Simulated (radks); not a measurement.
Results of a calculation; reference values are marked as such.
Species: Er30+. Configuration: [Kr] 4d2.

Level of theory: scalar-relativistic Kohn-Sham, SCAN, spin-polarised, spherical densities, finite nucleus; open shells are filled with parallel spins first (spin-orbit coupling, left out, can overturn this in heavy ions); meta-GGA in the generalised Kohn-Sham scheme; Fermi nuclear charge, rms radius 5.2516 fm (a radial shooting solver on a logarithmic mesh with Libxc functionals).

Energy parts (Ry):
part                       energy
total                 -25250.6864
kinetic                27454.1101
electron-nucleus      -58674.5735
Hartree                 6441.3169
exchange-correlation    -471.5399

Orbitals (lengths in bohr, moments of r in powers of bohr; <r^-3> diverges for s and p1/2):
| orbital | occ. | eigenvalue (Ry) | <r> | <r^-3> |
|---|---|---|---|---|
| 1s up | 1 | -4303.918 | 0.02037 | - |
| 1s down | 1 | -4303.910 | 0.02037 | - |
| 2s up | 1 | -793.2697 | 0.08639 | - |
| 2s down | 1 | -793.1402 | 0.08638 | - |
| 2p up | 3 | -710.8551 | 0.07669 | 14330 |
| 2p down | 3 | -710.7376 | 0.07668 | 14330 |
| 3s up | 1 | -239.9879 | 0.2232 | - |
| 3s down | 1 | -239.9149 | 0.2231 | - |
| 3p up | 3 | -214.7168 | 0.2220 | 3161 |
| 3p down | 3 | -214.6283 | 0.2219 | 3161 |
| 3d up | 5 | -183.5969 | 0.2010 | 419.3 |
| 3d down | 5 | -183.4580 | 0.2010 | 419.2 |
| 4s up | 1 | -103.2076 | 0.4646 | - |
| 4s down | 1 | -102.6701 | 0.4648 | - |
| 4p up | 3 | -93.93746 | 0.4784 | 922.7 |
| 4p down | 3 | -93.41014 | 0.4788 | 921.1 |
| 4d up | 2 | -81.91944 | 0.4821 | 117.7 |

The highest occupied level is 4d up at -1114.6 eV. Summed over all electrons, <r^2> = 3.557 bohr^2, which gives a Langevin (diamagnetic) susceptibility term of -2.82 x 10^-6 cm^3/mol. The electron density at the nucleus is 9.202e+05 e/bohr^3 (large components only). The spin density at the nucleus is -4.459 e/bohr^3 (1s -1.809, 2s -6.696, 3s 0.269, 4s 3.777). Spin moment in Bohr magnetons: 2. For comparison, the ionisation energy in NIST's Atomic Spectra Database is 1142 eV (theoretical). In exact Kohn-Sham theory the highest level is minus the ionisation energy, but local and semilocal functionals leave it too shallow, through self-interaction and a potential that decays too fast; potentials with the right tail come closer. The density falls to 0.001 e/bohr^3 at r = 1.22 bohr.

Empty levels of this run are not shown, since the potential may be unsettled where no density lies.
